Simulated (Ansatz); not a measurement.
BrCdH (SMILES [Br][CdH]) moved off its minimum; all values from Ansatz (an electronic-structure program), cores frozen in correlated methods. Elements past Kr take the def2 small-core potentials, without spin–orbit coupling.
(charge 0, multiplicity 1)
```xyz
3

Cd    -0.0845    -0.0786    -0.9866
H     -0.0544    -0.0053    -2.6697
Br    -0.0355     0.0626     1.4627
```

Problem. Give the forces (eV/Å), the total energy and the dipole at CCSD(T)/def2-TZVPPD.

Solution. 
```tsv
atom	Fx	Fy	Fz
Cd1	0.069	0.183	-0.096
H2	-0.040	-0.106	0.375
Br3	-0.029	-0.077	-0.279
```
Energy -2740.5343 hartree, dipole 2.33 D.
